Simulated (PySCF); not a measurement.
**Assignment exercise: C6H14OSi**

Geometry:
```csv
atom,x (Å),y (Å),z (Å)
C1,-2.155,-0.279,-0.593
C2,-1.415,-0.235,0.736
C3,-2.208,0.483,1.809
O4,-0.174,0.431,0.641
C5,0.863,-0.234,-0.020
C6,2.244,0.160,0.543
Si7,2.929,-0.064,-1.210
C8,1.067,0.107,-1.523
H9,-2.300,0.742,-0.979
H10,-1.602,-0.855,-1.348
H11,-3.143,-0.749,-0.471
H12,-1.229,-1.279,1.068
H13,-3.172,-0.015,1.987
H14,-1.641,0.506,2.750
H15,-2.404,1.522,1.503
H16,0.727,-1.330,0.084
H17,2.592,-0.396,1.424
H18,2.220,1.235,0.788
H19,3.483,-1.422,-1.497
H20,3.860,0.966,-1.761
H21,0.811,1.167,-1.681
H22,0.523,-0.504,-2.256
```

All values are calculated (PySCF): σ from GIAO-PBE0/pcSseg-1, PBE0-D3(BJ)/def2-SVP geometry. One computed conformer, relativity neglected, no solvent, rapidly exchanging positions averaged.

Shifts are taken against calculated references (same method and geometry level): TMS for $^{13}$C (σ = 184.41 ppm) and $^{1}$H (σ = 31.27 ppm).

(1) Assign these signals to the numbered atoms. $^{13}$C{$^{1}$H} NMR (computed): δ 76.3, 75.1, 25.4, 24.0.

(2) Assign these signals to the numbered atoms. $^{1}$H NMR (400 MHz, computed): δ 4.37 (m, 1H), 4.16 (m, 1H), 3.53 (m, 1H), 3.26 (sept, 1H), 1.56 (m, 2H), 1.48 (m, 2H), 1.10 (d, 6H).

Results:

(1) 
| δ (ppm) | atoms | environment | reason |
| --- | --- | --- | --- |
| 76.3 | C5 | sp3 CH bonded to O | deshielded by the electronegative neighbour |
| 75.1 | C2 | sp3 CH bonded to O | – |
| 25.4 | C1/C3 | methyl carbon | aliphatic region, no heteroatom directly attached |
| 24.0 | C6/C8 | sp3 CH2 bonded to Si | – |

C5 and C2; C1/C3 and C6/C8 lie closer than the usual error of such a calculation, so a measured spectrum could show them in the other order.

(2) 
```tsv
δ (ppm)	atoms	environment	reason
4.37	H20	hydrogen on a silicon bonded to 2 C, in a 4-membered ring	–
4.16	H19	hydrogen on a silicon bonded to 2 C, in a 4-membered ring	–
3.53	H16	hydrogen on an sp3 CH bonded to O	its carbon carries O, hence the downfield position
3.26	H12	hydrogen on an sp3 CH bonded to O	–
1.56	H17/H22	hydrogen on an sp3 CH2 bonded to Si	–
1.48	H18/H21	hydrogen on an sp3 CH2 bonded to Si	–
1.10	H9/H10/H11/H13/H14/H15	hydrogen on a methyl carbon	–
```

H17/H22 and H18/H21 lie closer than the usual error of such a calculation, so a measured spectrum could show them in the other order.

Shifts are as computed. Against solution values, carbons near 30 ppm lie about +2 ppm off and those near 130 ppm about +5 ppm. Of 1211 compounds with measured shifts, 218 miss one by over three times the rms of a fit or turn the order of signals round; such compounds aren't used in these exercises. Multiplicities follow the n + 1 count of equivalent neighbours, as no J values were calculated; m marks all less simple cases, F and P coupling included.
